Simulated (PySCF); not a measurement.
SMILES C=Cc1ccc(OC(=O)OC)cc1 (GFN2-xTB optimised geometry):

```
23

C      4.432    -1.323     0.598
C      3.363    -1.901     0.062
C      1.998    -1.388     0.069
C      1.625    -0.222     0.737
C      0.320     0.233     0.720
C     -0.642    -0.479     0.017
O     -1.989    -0.132    -0.024
C     -2.387     1.141     0.000
O     -1.699     2.120     0.003
O     -3.723     1.141     0.000
C     -4.333     2.424     0.000
C     -0.296    -1.648    -0.649
C      1.008    -2.094    -0.618
H      4.390    -0.378     1.111
H      5.404    -1.783     0.538
H      3.481    -2.849    -0.447
H      2.360     0.342     1.288
H      0.055     1.137     1.242
H     -5.404     2.243    -0.044
H     -4.074     2.970     0.909
H     -4.005     3.003    -0.865
H     -1.061    -2.193    -1.180
H      1.269    -3.003    -1.140
```

Method: B3LYP/def2-SVP in PySCF 2.14.0.

Q: What are the frontier orbital energies and the dipole moment?

A: HOMO-2 -8.12 eV, HOMO-1 -7.25 eV, HOMO -6.21 eV, LUMO -1.16 eV, LUMO+1 -0.38 eV; dipole moment 0.71 D.

On the same geometry PBE/def2-SVP run with PySCF gives HOMO-2 -6.72 eV, HOMO-1 -6.41 eV, HOMO -5.48 eV, LUMO -1.86 eV, LUMO+1 -1.14 eV; dipole moment 0.84 D.

Meta-Löwdin charges at B3LYP/def2-SVP: C1 -0.22, C2 -0.09, C3 0.01, C4 -0.09, C5 -0.12, C6 0.20, O7 -0.31, C8 0.64, O9 -0.47, O10 -0.33, C11 -0.07, C12 -0.12, C13 -0.10, H14 0.10, H15 0.11, H16 0.10, H17 0.10, H18 0.13, H19 0.12, H20 0.11, H21 0.11, H22 0.12, H23 0.10.
